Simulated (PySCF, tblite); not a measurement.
A database entry of computed molecular properties. Lists by class give the value and the number of equivalent atoms.

```json
{
 "formula": "C6H11N3",
 "smiles": "CCn1nc(C)c(C)n1",
 "charge": 0,
 "multiplicity": 1,
 "geometry_level": "GFN2-xTB",
 "atoms_angstrom": [
  ["C", 3.018, -0.419, 0.668],
  ["C", 2.324, 0.504, -0.33],
  ["N", 0.9, 0.341, -0.277],
  ["N", 0.261, -0.547, -1.004],
  ["C", -1.013, -0.435, -0.644],
  ["C", -2.104, -1.252, -1.23],
  ["C", -1.09, 0.57, 0.341],
  ["C", -2.284, 1.08, 1.058],
  ["N", 0.139, 1.029, 0.543],
  ["H", 2.783, -1.457, 0.444],
  ["H", 2.685, -0.194, 1.678],
  ["H", 4.094, -0.281, 0.613],
  ["H", 2.642, 0.272, -1.349],
  ["H", 2.542, 1.548, -0.1],
  ["H", -1.692, -1.935, -1.967],
  ["H", -2.842, -0.61, -1.709],
  ["H", -2.608, -1.824, -0.451],
  ["H", -2.774, 0.273, 1.602],
  ["H", -1.985, 1.856, 1.758],
  ["H", -3.002, 1.493, 0.35]
 ],
 "electronic_structure_code": "PySCF",
 "results": {
  "GFN2-xTB geometry": {
   "point_group": "Cs",
   "rotational_constants_GHz": [3.126, 1.15, 0.917]
  },
  "PBE0/pcSseg-1 ground state and GIAO shieldings, non-relativistic": {
   "dipole_D": 0.24,
   "homo_eV": -6.84,
   "lumo_eV": 0.35,
   "shift_vs_computed_TMS_C_by_class_ppm": [
    [146.4, 2],
    [51.0, 1],
    [19.4, 1],
    [12.6, 2]
   ],
   "shift_vs_computed_TMS_H_by_class_ppm": [
    [4.32, 2],
    [2.39, 6],
    [1.37, 3]
   ],
   "shielding_other_nuclei_by_class_ppm": [
    ["N", -93.4, 2],
    ["N", -4.7, 1]
   ],
   "charges_hirshfeld_e_by_atom": [-0.12, -0.01, 0.09, -0.14, 0.02, -0.12, 0.02, -0.12, -0.14, 0.04, 0.04, 0.05, 0.05, 0.05, 0.05, 0.05, 0.05, 0.05, 0.05, 0.05]
  },
  "GFN2-xTB harmonic vibrations, gas phase": {
   "strongest_ir_bands_cm-1_km_per_mol_modes": [
    [977.5, 56.6, 1],
    [1232.5, 37.8, 1],
    [1377.2, 67.7, 1],
    [1537.7, 34.5, 1],
    [2997.6, 56.9, 2],
    [3012.4, 52.5, 1]
   ],
   "zpe_kcal_per_mol": 105.2
  }
 }
}
```

In atomic units the dipole is 0.10 e·bohr (1 au = 2.5417 D). With B = h/(8π²I), that is 505.379 GHz u Å² over I, the principal moments of inertia are 161.6, 439.3 and 550.9 u Å² (most abundant isotopes); the inertial defect Ic − Ia − Ib is -50.0 u Å² (zero for a rigid planar frame, negative otherwise). The rotational constants make it an asymmetric top with κ = (2B − A − C)/(A − C) = -0.79, nearer the prolate limit (−1). A dipole of 0.24 D is allowed in Cs, and pure rotational transitions are dipole-allowed. The zero-point energy, half the sum of the 54 harmonic wavenumbers, equals 36800 cm⁻¹ or 440 kJ/mol.

 NMR classes are plain means over equivalent atoms (diastereotopic ones count apart unless rotation or inversion swaps them), as if these changed places fast; in this geometry the members of some classes differ.

Shape of the structure used: `[CH3:1][CH2:2][n:3]1[n:4][c:5]([CH3:6])[c:7]([CH3:8])[n:9]1`: C1–C2–N3–N4 -89°.

One conformer stands for the species.
